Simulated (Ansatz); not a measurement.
Basis-set extrapolation for CH₆OS₂Si, SMILES `OC(S)S[SiH3]` (PBE0-D4/def2-TZVP geometry, frozen core, the Gaussian-basis code of Ansatz). Multiplicity 1, RHF reference.

```json
{"": "HF", "def2-TZVPP": "-1200.305383", "def2-QZVPP": "-1200.342323"}
{"": "MP2 correlation", "def2-TZVPP": "-0.893663", "def2-QZVPP": "-0.966109"}
{"": "CCSD(T) correlation", "def2-TZVPP": "-0.993267", "def2-QZVPP": "not run"}
```

Energies in hartree. Use E(X) = E(∞) + A·exp(−7.88·√X) for Hartree–Fock and E(X) = E(∞) + B·X^(−2.97) for correlation, with X = 3 and 4, and add CCSD(T) minus MP2 of the smaller set to the MP2 limit.

**Question.** What is the CCSD(T) energy at the basis-set limit?

**Answer.** HF limit: -1200.342323 + (-0.036940) × 0.13774 = -1200.34741. MP2 limit: -0.966109 + (-0.072446) × 0.74074 = -1.01977. Higher-order term: -0.993267 − (-0.893663) = -0.09960. Total: -1201.46678 hartree, 441.4 kJ/mol below CCSD(T)/def2-TZVPP.
